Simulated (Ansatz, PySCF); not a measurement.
Breaking the Ge1–Cl3 bond in ClGeH (SMILES [Cl][GeH]) (multiplicity 1 held, fragments rigid). Energies count from the point at 2.207 Å.
Geometry at that point (charge 0, multiplicity 1):
```xyz
3

Ge     0.529    -0.162     0.505
H      1.620    -0.383    -0.652
Cl    -1.090     0.328    -0.912
```

U- levels take the lowest unrestricted solution at each point, which mixes spins at long bonds. Active spaces are followed from a long bond inwards. Levels need not reach the same state.

Correlated levels freeze the cores. Filled d and f shells under p-block atoms count as core. Rows in LANL2DZ carry no dispersion term and start afresh at each structure. LANL2DZ brings its own core potentials from Na on.

Run with Ansatz (an electronic-structure program) with Gaussian orbitals; PySCF for LANL2DZ rows. Values without a source in brackets are computed.

Energies in eV.

```json
[
 {"R (Å)": "1.765", "U-HF/LANL2DZ": "3.45", "U-PBE/def2-TZVPP": "2.58", "U-r2SCAN/def2-TZVPP": "2.45", "FIC-MRCISD+Q on CASSCF(6,4)/def2-TZVPP": "2.65"},
 {"R (Å)": "1.986", "U-HF/LANL2DZ": "0.80", "U-PBE/def2-TZVPP": "0.44", "U-r2SCAN/def2-TZVPP": "0.37", "FIC-MRCISD+Q on CASSCF(6,4)/def2-TZVPP": "0.43"},
 {"R (Å)": "2.207", "U-HF/LANL2DZ": "0.00", "U-PBE/def2-TZVPP": "0.00", "U-r2SCAN/def2-TZVPP": "0.00", "FIC-MRCISD+Q on CASSCF(6,4)/def2-TZVPP": "0.00"},
 {"R (Å)": "2.427", "U-HF/LANL2DZ": "0.02", "U-PBE/def2-TZVPP": "0.24", "U-r2SCAN/def2-TZVPP": "0.30", "FIC-MRCISD+Q on CASSCF(6,4)/def2-TZVPP": "0.29"},
 {"R (Å)": "2.648", "U-HF/LANL2DZ": "0.40", "U-PBE/def2-TZVPP": "0.72", "U-r2SCAN/def2-TZVPP": "0.83", "FIC-MRCISD+Q on CASSCF(6,4)/def2-TZVPP": "0.83"},
 {"R (Å)": "2.979", "U-HF/LANL2DZ": "1.19", "U-PBE/def2-TZVPP": "1.51", "U-r2SCAN/def2-TZVPP": "1.68", "FIC-MRCISD+Q on CASSCF(6,4)/def2-TZVPP": "1.71"},
 {"R (Å)": "3.310", "U-HF/LANL2DZ": "1.78", "U-PBE/def2-TZVPP": "2.21", "U-r2SCAN/def2-TZVPP": "2.42", "FIC-MRCISD+Q on CASSCF(6,4)/def2-TZVPP": "2.48"},
 {"R (Å)": "3.862", "U-HF/LANL2DZ": "2.15", "U-PBE/def2-TZVPP": "3.02", "U-r2SCAN/def2-TZVPP": "3.23", "FIC-MRCISD+Q on CASSCF(6,4)/def2-TZVPP": "3.41"},
 {"R (Å)": "4.414", "U-HF/LANL2DZ": "2.24", "U-PBE/def2-TZVPP": "3.44", "U-r2SCAN/def2-TZVPP": "3.59", "FIC-MRCISD+Q on CASSCF(6,4)/def2-TZVPP": "3.83"},
 {"R (Å)": "5.076", "U-HF/LANL2DZ": "2.27", "U-PBE/def2-TZVPP": "3.67", "U-r2SCAN/def2-TZVPP": "3.78", "FIC-MRCISD+Q on CASSCF(6,4)/def2-TZVPP": "3.95"},
 {"R (Å)": "5.958", "U-HF/LANL2DZ": "2.27", "U-PBE/def2-TZVPP": "3.78", "U-r2SCAN/def2-TZVPP": "3.88", "FIC-MRCISD+Q on CASSCF(6,4)/def2-TZVPP": "3.98"},
 {"R (Å)": "7.062", "U-HF/LANL2DZ": "2.28", "U-PBE/def2-TZVPP": "3.84", "U-r2SCAN/def2-TZVPP": "3.92", "FIC-MRCISD+Q on CASSCF(6,4)/def2-TZVPP": "3.99"}
]
```

Doubts at one or more of the structures used: a spin-contaminated determinant (U-HF/LANL2DZ, U-PBE/def2-TZVPP, U-r2SCAN/def2-TZVPP); active orbitals that take no part (FIC-MRCISD+Q on CASSCF(6,4)/def2-TZVPP).
